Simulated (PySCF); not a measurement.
# Dipole response of Ga⁺ (gallium, charge +1)

[Ar] 3d10 4s2, closed-shell 1S. Calculation: PySCF 2.14, in aug-cc-pVTZ-DK; the spin-free X2C one-electron Hamiltonian (Gaussian nucleus). Coupled (time-dependent) response in atomic units; α is the mean over directions.

| method | mean α (bohr³) | C₆ (like pair) | S(−4) |
| --- | --- | --- | --- |
| UHF | 21.00 | 108.7 | 215.6 |
| PBE | 17.31 | 84.64 | 140.9 |
| PBE0 | 18.17 | 89.94 | 156.9 |
| CAM-B3LYP | 17.55 | 85.56 | 146.9 |
| B3LYP | 17.33 | 84.11 | 142.4 |

S(−4) is the Cauchy moment in α(ω) = α(0) + S(−4) ω² + …

α(iu) at UHF:

```tsv
u (hartree)	α(iu) (bohr³)
0	21.00
0.0500	20.47
0.100	19.05
0.200	14.98
0.300	11.17
0.500	6.409
0.750	3.721
1.00	2.464
1.50	1.351
2.00	0.8681
3.00	0.4501
5.00	0.1841
```

A single London oscillator, α(iu) = α/(1 + u²/ω²), gives C₆ = (3/4) ω α². Matching the computed C₆ needs ω = 4 × 108.7 / (3 × 21.00²) = 0.329 hartree.

For an ion, C₆ is the dispersion term alone; charge-induced terms of lower order in 1/R come first.
